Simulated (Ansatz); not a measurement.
`BC[SiH2]BO` + `OCO` → `BOCO` + `C[SiH2]BO`  (ligand exchange at a B–C bond)

Calculated with Ansatz (gas phase, PBE0-D4/def2-TZVP geometries, no zero-point term in ΔE). CBS: MP2 limit from def2 TZ/QZ plus the TZ coupled-cluster correction, frozen cores. This one scheme is used for every species. Functionals use def2-TZVPP. One conformer a species, not always the lowest.

CCSD(T)/CBS gives -116.6 kJ/mol.

Task: Another level gave -108.6 kJ/mol. Which?
A. MP2/def2-TZVPP
B. PBE-D4/def2-TZVPP
C. HF/def2-TZVPP
D. SCS-MP2/def2-TZVPP

Result: B. PBE-D4 -108.6, MP2/def2-TZVPP -118.0, SCS-MP2/def2-TZVPP -123.2, HF/def2-TZVPP -137.3 kJ/mol.

Largest T1 diagnostic among the species: 0.014.

The D4 term adds +3.2 kJ/mol with B3LYP and +1.7 kJ/mol with PBE0; it sums over pairs of atoms, weighted by their polarisabilities, and B3LYP, whose exchange is more repulsive, gets the larger term. In def2-TZVPP, CCSD(T) changes the Hartree–Fock value by +18.0 kJ/mol (the triples alone add +2.0 kJ/mol) and MP2 by +19.3 kJ/mol.

B3LYP here is the variant with VWN-RPA as its local correlation; programs differ in this.
